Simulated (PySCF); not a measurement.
1-bromo-2,2-dichloro-1-fluoroethene (C2BrCl2F), SMILES BrC(=C(Cl)Cl)F.

Geometry optimised at PBE0-D3(BJ)/def2-SVP.

Computed with TDA-PBE/def2-SVPD run with PySCF 2.14.0.

Vertical excitations.  State labels are in the subgroup Cs.

```tsv
state	symmetry	energy (eV)	λ (nm)	f	main pairs
S1	A"	4.47	277	0.000	HOMO→LUMO 99 %
S2	A"	5.21	238	0.000	HOMO→LUMO+2 99 %
S3	A"	5.80	214	0.004	HOMO→LUMO+3 97 %
S4	A'	5.87	211	0.023	HOMO−1→LUMO 85 %
S5	A"	5.88	211	0.000	HOMO−1→LUMO+1 99 %
S6	A'	6.05	205	0.368	HOMO→LUMO+1 66 %, HOMO−1→LUMO 11 %
S7	A"	6.38	194	0.024	HOMO→LUMO+4 98 %
S8	A'	6.51	190	0.007	HOMO−1→LUMO+2 88 %
S9	A"	6.56	189	0.000	HOMO−2→LUMO 83 %, HOMO−4→LUMO 15 %
S10	A'	6.63	187	0.001	HOMO−3→LUMO 87 %
T1	A'	3.73	332	0	HOMO→LUMO+1 98 %
T2	A"	4.04	307	0	HOMO→LUMO 100 %
T3	A"	4.75	261	0	HOMO→LUMO+2 100 %
T4	A"	5.44	228	0	HOMO→LUMO+3 99 %
```
Triplets are in the Tamm–Dancoff approximation.
